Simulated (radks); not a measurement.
Q: W26+, configuration [Kr] 4d10 4f2. All-electron calculation, non-relativistic Kohn-Sham, LDA (Slater exchange, Perdew-Wang correlation), spin-unpolarised, spherical densities, point nucleus; relativity is left out, which matters for an element this heavy. Program: a radial shooting solver on a logarithmic mesh with Libxc functionals. Some entries of the table are withheld. Estimate them.

| orbital | occ. | eigenvalue (Ry) | <r^2> (bohr^2) |
|---|---|---|---|
| 1s | 2 | -4744.355 | 0.0005606 |
| 2s | 2 | (1) | 0.008782 |
| 2p | 6 | -800.6999 | (2) |
| 3s | 2 | -238.7211 | 0.05461 |
| 3p | 6 | -224.0442 | 0.05046 |
| 3d | 10 | (3) | 0.03923 |
| 4s | 2 | -92.18675 | 0.2384 |
| 4p | 6 | -85.90048 | (4) |
| 4d | 10 | -74.48338 | 0.2407 |
| 4f | 2 | -59.86331 | 0.2221 |

A: 
(1) 2s eigenvalue (Ry): -832.5284
(2) 2p <r^2> (bohr^2): 0.006491
(3) 3d eigenvalue (Ry): -196.6103
(4) 4p <r^2> (bohr^2): 0.2406
